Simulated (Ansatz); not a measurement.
One change: `BSC(F)[SiH3]` becomes `FC([SiH3])CBr`.

Ansatz, PBE0-D4/def2-TZVP geometries, multiplicity 1. Each molecule was computed in one conformer, which needn't be the lowest.

Scalar relativity is left out up to krypton.

```
                                          property  `BSC(F)[SiH3]`
    size of the dipole moment (PBE/def2-TZVPP) / D            1.39
size of the dipole moment (ωB97M-V/def2-TZVPP) / D            1.51
             HOMO–LUMO gap (B3LYP/def2-TZVPP) / eV            6.38
                 LUMO energy (PBE/def2-TZVPP) / eV           -2.47
              HOMO–LUMO gap (PBE0/def2-TZVPP) / eV            6.80
                LUMO energy (PBE0/def2-TZVPP) / eV           -1.53
```

**Question.** What does the change do to each property? (An estimate is asked.)

**Answer.** Ansatz gave: 
| property | `FC([SiH3])CBr` | shift |
| --- | --- | --- |
| size of the dipole moment (PBE/def2-TZVPP) / D | 2.41 | 1.02 |
| size of the dipole moment (ωB97M-V/def2-TZVPP) / D | 2.58 | 1.07 |
| HOMO–LUMO gap (B3LYP/def2-TZVPP) / eV | 7.10 | 0.72 |
| LUMO energy (PBE/def2-TZVPP) / eV | -1.39 | 1.08 |
| HOMO–LUMO gap (PBE0/def2-TZVPP) / eV | 7.61 | 0.81 |
| LUMO energy (PBE0/def2-TZVPP) / eV | -0.41 | 1.12 |

With PBE0 the HOMO rises by 0.31 eV and the LUMO rises by 1.12 eV, so the gap widens by about 0.81 eV. PBE moves the HOMO by 0.44 eV and ωB97M-V by 0.22 eV. Dipoles are sizes alone; their direction can turn.

B3LYP here is the variant with VWN-RPA as its local correlation; programs differ in this.

Spin–orbit coupling is left out; it splits and shifts lone-pair levels of the heavy atoms by tenths of an eV.
